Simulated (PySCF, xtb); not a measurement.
B(Cl)(vinyl)(OH) (C₂H₄BClO), SMILES ClB(O)C=C.

GFN2-xTB in xtb at its own geometry gives an orbital gap of 4.04 eV and a dipole moment of 1.71 D.

Geometry: ωB97X-D3(BJ)/def2-SVP. The values are those of a single conformer.

**Question.** What does PySCF with ωB97X/def2-TZVP give? (An estimate is asked for; the answer gives what the named calculation found.)

**Answer.** gap 11.35 eV (levels -10.53 and 0.82 eV), dipole 0.89 D.
